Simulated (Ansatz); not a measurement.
Harmonic vibrations of C2H7GaO, SMILES `CC[O][GaH2]` by finite differences.

```yaml
crystal:
  periodic: [false, false, false]
  atoms:
    - {symbol: C, position_ang: [-0.349950, 1.241034, 0.150901]}
    - {symbol: C, position_ang: [-0.953115, -0.089425, 0.542991]}
    - {symbol: O, position_ang: [-0.214806, -1.221752, 0.168509]}
    - {symbol: Ga, position_ang: [1.330338, -1.387399, -0.699392]}
    - {symbol: H, position_ang: [-0.996230, 2.056624, 0.485613]}
    - {symbol: H, position_ang: [0.634385, 1.383975, 0.605506]}
    - {symbol: H, position_ang: [-0.236700, 1.325387, -0.933564]}
    - {symbol: H, position_ang: [-1.089226, -0.118840, 1.632268]}
    - {symbol: H, position_ang: [-1.955006, -0.177301, 0.102084]}
    - {symbol: H, position_ang: [2.110317, -0.126624, -1.189092]}
    - {symbol: H, position_ang: [1.720003, -2.885680, -0.865825]}
basis:
  gaussian: {orbitals: def2-TZVP}
hamiltonian: {xc: pbe0, dispersion: d4}
phonons: {temperatures: {t_min: 298.15, t_max: 900, t_step: 200}}
```

```sh
$ ansatz run in.yaml --threads 4 --pin off --events-out ev --progress --plain
```

Shortened log:

```
Functional definition: PBE0
mean field -56603.15487015 eV, -2080.1275744818 hartree, gradient 3.9e-5 eV, S^2 0.000000; 0 other end points of the search recorded, 0 dependent functions left out
mean field -56603.15469406 eV, -2080.1275680106 hartree, gradient 2.1e-6 eV, S^2 0.000000; 0 other end points of the search recorded, 0 dependent functions left out
mean field -56603.15470439 eV, -2080.1275683902 hartree, gradient 2.1e-6 eV, S^2 0.000000; 0 other end points of the search recorded, 0 dependent functions left out
mean field -56603.15473563 eV, -2080.1275695382 hartree, gradient 2.1e-6 eV, S^2 0.000000; 0 other end points of the search recorded, 0 dependent functions left out
mean field -56603.15470129 eV, -2080.1275682763 hartree, gradient 2.1e-6 eV, S^2 0.000000; 0 other end points of the search recorded, 0 dependent functions left out
mean field -56603.15470189 eV, -2080.1275682981 hartree, gradient 2.1e-6 eV, S^2 0.000000; 0 other end points of the search recorded, 0 dependent functions left out
mean field -56603.15469568 eV, -2080.1275680699 hartree, gradient 2.1e-6 eV, S^2 0.000000; 0 other end points of the search recorded, 0 dependent functions left out
mean field -56603.15468866 eV, -2080.1275678122 hartree, gradient 2.1e-6 eV, S^2 0.000000; 0 other end points of the search recorded, 0 dependent functions left out
mean field -56603.15471548 eV, -2080.1275687976 hartree, gradient 2.1e-6 eV, S^2 0.000000; 0 other end points of the search recorded, 0 dependent functions left out
mean field -56603.15473578 eV, -2080.1275695435 hartree, gradient 2.1e-6 eV, S^2 0.000000; 0 other end points of the search recorded, 0 dependent functions left out
mean field -56603.15472709 eV, -2080.1275692242 hartree, gradient 2.1e-6 eV, S^2 0.000000; 0 other end points of the search recorded, 0 dependent functions left out
mean field -56603.15470434 eV, -2080.1275683882 hartree, gradient 2.1e-6 eV, S^2 0.000000; 0 other end points of the search recorded, 0 dependent functions left out
mean field -56603.15468466 eV, -2080.1275676650 hartree, gradient 2.1e-6 eV, S^2 0.000000; 0 other end points of the search recorded, 0 dependent functions left out
mean field -56603.15476289 eV, -2080.1275705398 hartree, gradient 2.1e-6 eV, S^2 0.000000; 0 other end points of the search recorded, 0 dependent functions left out
mean field -56603.15478197 eV, -2080.1275712412 hartree, gradient 2.1e-6 eV, S^2 0.000000; 0 other end points of the search recorded, 0 dependent functions left out
mean field -56603.15477938 eV, -2080.1275711457 hartree, gradient 2.1e-6 eV, S^2 0.000000; 0 other end points of the search recorded, 0 dependent functions left out
mean field -56603.15480338 eV, -2080.1275720281 hartree, gradient 2.1e-6 eV, S^2 0.000000; 0 other end points of the search recorded, 0 dependent functions left out
mean field -56603.15483707 eV, -2080.1275732660 hartree, gradient 2.1e-6 eV, S^2 0.000000; 0 other end points of the search recorded, 0 dependent functions left out
mean field -56603.15482410 eV, -2080.1275727894 hartree, gradient 2.1e-6 eV, S^2 0.000000; 0 other end points of the search recorded, 0 dependent functions left out
mean field -56603.15481957 eV, -2080.1275726229 hartree, gradient 2.1e-6 eV, S^2 0.000000; 0 other end points of the search recorded, 0 dependent functions left out
mean field -56603.15477300 eV, -2080.1275709115 hartree, gradient 2.1e-6 eV, S^2 0.000000; 0 other end points of the search recorded, 0 dependent functions left out
mean field -56603.15475668 eV, -2080.1275703115 hartree, gradient 2.1e-6 eV, S^2 0.000000; 0 other end points of the search recorded, 0 dependent functions left out
mean field -56603.15482322 eV, -2080.1275727570 hartree, gradient 2.1e-6 eV, S^2 0.000000; 0 other end points of the search recorded, 0 dependent functions left out
mean field -56603.15480975 eV, -2080.1275722620 hartree, gradient 2.1e-6 eV, S^2 0.000000; 0 other end points of the search recorded, 0 dependent functions left out
mean field -56603.15486283 eV, -2080.1275742127 hartree, gradient 2.1e-6 eV, S^2 0.000000; 0 other end points of the search recorded, 0 dependent functions left out
mean field -56603.15482116 eV, -2080.1275726813 hartree, gradient 2.1e-6 eV, S^2 0.000000; 0 other end points of the search recorded, 0 dependent functions left out
mean field -56603.15482816 eV, -2080.1275729386 hartree, gradient 2.1e-6 eV, S^2 0.000000; 0 other end points of the search recorded, 0 dependent functions left out
mean field -56603.15481522 eV, -2080.1275724629 hartree, gradient 2.1e-6 eV, S^2 0.000000; 0 other end points of the search recorded, 0 dependent functions left out
mean field -56603.15479741 eV, -2080.1275718085 hartree, gradient 2.1e-6 eV, S^2 0.000000; 0 other end points of the search recorded, 0 dependent functions left out
mean field -56603.15484980 eV, -2080.1275737338 hartree, gradient 2.1e-6 eV, S^2 0.000000; 0 other end points of the search recorded, 0 dependent functions left out
mean field -56603.15484628 eV, -2080.1275736043 hartree, gradient 2.1e-6 eV, S^2 0.000000; 0 other end points of the search recorded, 0 dependent functions left out
mean field -56603.15478076 eV, -2080.1275711966 hartree, gradient 2.1e-6 eV, S^2 0.000000; 0 other end points of the search recorded, 0 dependent functions left out
mean field -56603.15478805 eV, -2080.1275714645 hartree, gradient 2.1e-6 eV, S^2 0.000000; 0 other end points of the search recorded, 0 dependent functions left out
mean field -56603.15486159 eV, -2080.1275741670 hartree, gradient 2.1e-6 eV, S^2 0.000000; 0 other end points of the search recorded, 0 dependent functions left out
mean field -56603.15484645 eV, -2080.1275736108 hartree, gradient 2.1e-6 eV, S^2 0.000000; 0 other end points of the search recorded, 0 dependent functions left out
mean field -56603.15484251 eV, -2080.1275734660 hartree, gradient 2.1e-6 eV, S^2 0.000000; 0 other end points of the search recorded, 0 dependent functions left out
mean field -56603.15483807 eV, -2080.1275733028 hartree, gradient 2.1e-6 eV, S^2 0.000000; 0 other end points of the search recorded, 0 dependent functions left out
mean field -56603.15485110 eV, -2080.1275737817 hartree, gradient 2.1e-6 eV, S^2 0.000000; 0 other end points of the search recorded, 0 dependent functions left out
mean field -56603.15485894 eV, -2080.1275740698 hartree, gradient 2.1e-6 eV, S^2 0.000000; 0 other end points of the search recorded, 0 dependent functions left out
mean field -56603.15486171 eV, -2080.1275741714 hartree, gradient 2.1e-6 eV, S^2 0.000000; 0 other end points of the search recorded, 0 dependent functions left out
mean field -56603.15484813 eV, -2080.1275736723 hartree, gradient 2.1e-6 eV, S^2 0.000000; 0 other end points of the search recorded, 0 dependent functions left out
mean field -56603.15476973 eV, -2080.1275707912 hartree, gradient 2.1e-6 eV, S^2 0.000000; 0 other end points of the search recorded, 0 dependent functions left out
mean field -56603.15476782 eV, -2080.1275707209 hartree, gradient 2.1e-6 eV, S^2 0.000000; 0 other end points of the search recorded, 0 dependent functions left out
mean field -56603.15484846 eV, -2080.1275736845 hartree, gradient 2.1e-6 eV, S^2 0.000000; 0 other end points of the search recorded, 0 dependent functions left out
mean field -56603.15485743 eV, -2080.1275740144 hartree, gradient 2.1e-6 eV, S^2 0.000000; 0 other end points of the search recorded, 0 dependent functions left out
mean field -56603.15485283 eV, -2080.1275738450 hartree, gradient 2.1e-6 eV, S^2 0.000000; 0 other end points of the search recorded, 0 dependent functions left out
mean field -56603.15485033 eV, -2080.1275737534 hartree, gradient 2.1e-6 eV, S^2 0.000000; 0 other end points of the search recorded, 0 dependent functions left out
mean field -56603.15477581 eV, -2080.1275710148 hartree, gradient 2.1e-6 eV, S^2 0.000000; 0 other end points of the search recorded, 0 dependent functions left out
mean field -56603.15477043 eV, -2080.1275708171 hartree, gradient 2.1e-6 eV, S^2 0.000000; 0 other end points of the search recorded, 0 dependent functions left out
mean field -56603.15478196 eV, -2080.1275712407 hartree, gradient 2.1e-6 eV, S^2 0.000000; 0 other end points of the search recorded, 0 dependent functions left out
mean field -56603.15479095 eV, -2080.1275715712 hartree, gradient 2.1e-6 eV, S^2 0.000000; 0 other end points of the search recorded, 0 dependent functions left out
mean field -56603.15485141 eV, -2080.1275737929 hartree, gradient 2.1e-6 eV, S^2 0.000000; 0 other end points of the search recorded, 0 dependent functions left out
mean field -56603.15485048 eV, -2080.1275737588 hartree, gradient 2.1e-6 eV, S^2 0.000000; 0 other end points of the search recorded, 0 dependent functions left out
mean field -56603.15484247 eV, -2080.1275734643 hartree, gradient 2.1e-6 eV, S^2 0.000000; 0 other end points of the search recorded, 0 dependent functions left out
mean field -56603.15483804 eV, -2080.1275733014 hartree, gradient 2.1e-6 eV, S^2 0.000000; 0 other end points of the search recorded, 0 dependent functions left out
mean field -56603.15487598 eV, -2080.1275746958 hartree, gradient 2.1e-6 eV, S^2 0.000000; 0 other end points of the search recorded, 0 dependent functions left out
mean field -56603.15483648 eV, -2080.1275732444 hartree, gradient 2.1e-6 eV, S^2 0.000000; 0 other end points of the search recorded, 0 dependent functions left out
mean field -56603.15484488 eV, -2080.1275735529 hartree, gradient 2.1e-6 eV, S^2 0.000000; 0 other end points of the search recorded, 0 dependent functions left out
mean field -56603.15483188 eV, -2080.1275730751 hartree, gradient 2.1e-6 eV, S^2 0.000000; 0 other end points of the search recorded, 0 dependent functions left out
mean field -56603.15485729 eV, -2080.1275740089 hartree, gradient 2.1e-6 eV, S^2 0.000000; 0 other end points of the search recorded, 0 dependent functions left out
mean field -56603.15486977 eV, -2080.1275744675 hartree, gradient 2.1e-6 eV, S^2 0.000000; 0 other end points of the search recorded, 0 dependent functions left out
mean field -56603.15486876 eV, -2080.1275744306 hartree, gradient 2.1e-6 eV, S^2 0.000000; 0 other end points of the search recorded, 0 dependent functions left out
mean field -56603.15485849 eV, -2080.1275740532 hartree, gradient 2.1e-6 eV, S^2 0.000000; 0 other end points of the search recorded, 0 dependent functions left out
mean field -56603.15481883 eV, -2080.1275725958 hartree, gradient 2.1e-6 eV, S^2 0.000000; 0 other end points of the search recorded, 0 dependent functions left out
mean field -56603.15483427 eV, -2080.1275731631 hartree, gradient 2.1e-6 eV, S^2 0.000000; 0 other end points of the search recorded, 0 dependent functions left out
mean field -56603.15487040 eV, -2080.1275744907 hartree, gradient 2.1e-6 eV, S^2 0.000000; 0 other end points of the search recorded, 0 dependent functions left out
mean field -56603.15486338 eV, -2080.1275742327 hartree, gradient 2.1e-6 eV, S^2 0.000000; 0 other end points of the search recorded, 0 dependent functions left out
Total energy: -56603.32542208 eV, -2080.1338421496 hartree
Atom 0 at    -0.349950     1.241034     0.150901 Å, force     0.000311    -0.002491     0.000081 eV/Å
Atom 1 at    -0.953115    -0.089425     0.542991 Å, force     0.000661    -0.000606     0.000774 eV/Å
Atom 2 at    -0.214806    -1.221752     0.168509 Å, force     0.002097     0.000443    -0.000923 eV/Å
Atom 3 at     1.330338    -1.387399    -0.699392 Å, force    -0.004804    -0.001899    -0.003107 eV/Å
Atom 4 at    -0.996230     2.056624     0.485613 Å, force    -0.000037     0.000390     0.000073 eV/Å
Atom 5 at     0.634385     1.383975     0.605506 Å, force    -0.000346     0.000526     0.000001 eV/Å
Atom 6 at    -0.236700     1.325387    -0.933564 Å, force    -0.000072     0.000228     0.000113 eV/Å
Atom 7 at    -1.089226    -0.118840     1.632268 Å, force    -0.000268     0.000514    -0.000243 eV/Å
Atom 8 at    -1.955006    -0.177301     0.102084 Å, force     0.000097     0.000214     0.000147 eV/Å
Atom 9 at     2.110317    -0.126624    -1.189092 Å, force     0.002208     0.001846     0.000747 eV/Å
Atom 10 at     1.720003    -2.885680    -0.865825 Å, force     0.000153     0.000835     0.002337 eV/Å
Dipole moment:     0.064207     0.238140    -0.044674 e Å
Vibrations: 50.74 160.53 191.68 303.52 412.08 542.88 602.34 608.86 734.35 797.46 917.42 1103.79 1169.67 1187.71 1312.64 1388.06 1411.78 1477.69 1481.68 1508.15 1996.04 2019.91 3005.50 3030.86 3040.54 3115.98 3121.01 cm⁻¹, zero-point energy 2.274669 eV
```

It took 2.6 min on 4 threads of a server CPU on a shared host, with 0.46 GiB of host memory at the peak.
